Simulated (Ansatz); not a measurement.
Total energies of `C=CN(C)[SiH3]`.

```xyz
14

C     0.770    1.008   -1.781
C     0.888    0.623   -0.507
N    -0.060   -0.032    0.251
C    -1.321   -0.337   -0.384
Si    0.286   -0.669    1.824
H     1.587    1.535   -2.253
H    -0.114    0.819   -2.376
H     1.806    0.837    0.033
H    -1.799    0.578   -0.752
H    -1.192   -1.018   -1.234
H    -1.998   -0.808    0.332
H     0.514   -2.142    1.813
H    -0.873   -0.404    2.716
H     1.508    0.011    2.318
```

Total charge 0; spin multiplicity 1. All single points use the PBE0-D4/def2-TZVP geometry. It is one conformer, not always the lowest. Basis def2-TZVPP, Ansatz 0.2.0.

RPA on PBE orbitals: Hartree–Fock energy of these orbitals -462.23367 Eh, correlation -1.43286 Eh (frozen core).

```
functional  energy without D4 (Eh)  D4 term (kJ/mol)
    revPBE              -463.92166             -96.2
      BLYP              -463.95019             -65.5
      PBE0              -463.70333             -24.9
     B3LYP              -464.07335             -47.2
   r2SCAN0              -463.88516              -8.8
 CAM-B3LYP              -463.95365             -25.1
   LC-ωPBE              -463.83691                 –
   ωB97X-V              -463.94375                 –
    B2PLYP              -463.76249                 –
  PBE-QIDH              -463.59472                 –
```

Give the same for LDA (SPW92), PBE, r2SCAN, B97M-V, r2SCANh, HSE06 (plane-wave form), BHLYP, ωB97M-V. (Best estimate.)

Ansatz gave: 
```
             functional  energy without D4 (Eh)  D4 term (kJ/mol)
            LDA (SPW92)              -461.29305                 –
                    PBE              -463.65047             -29.6
                 r2SCAN              -463.90643              -7.6
                 B97M-V              -463.96077                 –
                r2SCANh              -463.89746              -8.0
HSE06 (plane-wave form)              -463.68625             -23.1
                  BHLYP              -463.93344             -34.1
                ωB97M-V              -463.92653                 –
```

B3LYP takes the VWN-RPA correlation (the form of Gaussian; ORCA's B3LYP/G). HSE06 is the plane-wave form, built on full-range PBE exchange. The double hybrids freeze the cores in their second-order part.

LC-ωPBE has ω = 0.4 bohr⁻¹.
